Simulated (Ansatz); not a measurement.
System: sum formula Si3N2H9, charge 0, multiplicity 2. It need not be the lowest isomer of its formula. SMILES: N([SiH3])[SiH]N[SiH3]
Geometry from a B3LYP-D3(BJ)/def2-TZVP (Ansatz, an electronic-structure program) optimisation:
```
Si
N 1 1.7344
H 2 1.0132 1 114.20
N 1 1.7347 2 108.09 3 51.76
H 4 1.0144 1 114.74 2 30.65
Si 4 1.7323 5 116.35 1 -178.91
Si 2 1.7368 3 115.04 1 -170.41
H 7 1.4775 2 107.70 3 -172.12
H 6 1.4792 4 107.18 5 178.44
H 7 1.4835 8 110.07 2 -119.72
H 6 1.4836 9 109.50 4 121.28
H 7 1.4840 8 109.07 10 -117.62
H 6 1.4843 9 109.44 11 117.37
H 1 1.4961 2 104.68 3 173.69
```
Charge 0, spin multiplicity 2.

Quantity: atomisation energy (electronic, to ground-state atoms), in kcal/mol. Correlated levels leave the core frozen unless marked. Open shells are spin-unrestricted. No spin-orbit coupling. Non-relativistic. The coupled-cluster limit lacks core correlation, which all-electron functionals hold. Basis-set limits of correlation are two-point, X^-3; Hartree-Fock from the larger set.

```json
[
 {"level": "BLYP-D4/def2-TZVPD", "program": "Ansatz + dftd4", "atomisation energy (kcal/mol)": "1063.0"},
 {"level": "BLYP/def2-TZVPD", "program": "Ansatz", "atomisation energy (kcal/mol)": "1044.8"},
 {"level": "revPBE/def2-TZVPD", "program": "Ansatz", "atomisation energy (kcal/mol)": "1021.4"},
 {"level": "LC-wPBE-D3(BJ)/def2-TZVPD", "program": "Ansatz + dftd3", "atomisation energy (kcal/mol)": "1061.4"},
 {"level": "wB97M-V/def2-TZVPD", "program": "Ansatz", "atomisation energy (kcal/mol)": "1066.9"}
]
```

Problem. Predict the CCSD(T)/CBS(cc-pV(T+d)Z,cc-pV(Q+d)Z) result (Ansatz).

Solution. 1067.7 kcal/mol
